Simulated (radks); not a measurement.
Results of a calculation; reference values are marked as such.
All-electron atom: La II in [Xe] 5d2 (the NIST ground configuration).

Code: a radial shooting solver on a logarithmic mesh with Libxc functionals. Model: scalar-relativistic Kohn-Sham, Slater X-alpha with alpha = 0.899, spin-polarised, spherical densities, finite nucleus; open shells are filled with parallel spins first (spin-orbit coupling, left out, can overturn this in heavy ions); Fermi nuclear charge, rms radius 4.855 fm.

Energy parts (eV):
total: -232599.58
kinetic: 246069.57
electron-nucleus: -561500.78
Hartree: 89895.82
exchange: -7064.19

Orbitals (lengths in bohr, moments of r in powers of bohr; <r^-3> diverges for s and p1/2):
orbital  occ.  eigenvalue (eV)  <r^-3>   <1/r>      <r^2>      <r^4>
1s up       1        -38896.83       -   62.05  0.0008522  1.910e-06
1s down     1        -38896.85       -   62.05  0.0008522  1.910e-06
2s up       1        -6226.111       -   14.31    0.01356  0.0003156
2s down     1        -6226.036       -   14.31    0.01356  0.0003156
2p up       3        -5592.211    7550   13.59    0.01077  0.0002294
2p down     3        -5592.155    7550   13.59    0.01077  0.0002294
3s up       1        -1344.480       -   5.194    0.09217    0.01285
3s down     1        -1344.437       -   5.194    0.09217    0.01285
3p up       3        -1141.062    1507   4.928    0.09195    0.01336
3p down     3        -1141.017    1507   4.929    0.09195    0.01336
3d up       5        -847.7689   207.8   4.679    0.07849    0.01109
3d down     5        -847.7056   207.8   4.679    0.07849    0.01109
4s up       1        -278.1407       -   2.169     0.4757     0.3288
4s down     1        -278.0254       -   2.169     0.4757     0.3287
4p up       3        -211.4419   325.4   2.005     0.5358     0.4287
4p down     3        -211.3303   325.3   2.005     0.5357     0.4283
4d up       5        -114.4364   36.90   1.750     0.6628     0.7133
4d down     5        -114.3075   36.92   1.751     0.6617     0.7092
5s up       1         -45.8013       -  0.8602      2.670      10.49
5s down     1         -44.7763       -  0.8707      2.611      9.970
5p up       3         -29.0513   47.93  0.7338      3.602      19.83
5p down     3         -27.6387   50.30  0.7481      3.476      18.34
5d up       2          -9.0976   2.697  0.4794      8.414      122.3
5d down     0          -6.8544   2.974  0.4945      8.190      122.9

The highest occupied level is 5d up at -9.098 eV. The spin density at the nucleus is -4.860 e/bohr^3 (1s -0.007, 2s -0.210, 3s -0.083, 4s 0.218, 5s -4.778). The density falls to 0.001 e/bohr^3 at r = 4.26 bohr. Spin moment in Bohr magnetons: 2. The electron density at the nucleus is 3.649e+05 e/bohr^3 (large components only). For comparison, the ionisation energy in NIST's Atomic Spectra Database is 11.185 eV (measured). In exact Kohn-Sham theory the highest level is minus the ionisation energy, but local and semilocal functionals leave it too shallow, through self-interaction and a potential that decays too fast; potentials with the right tail come closer.
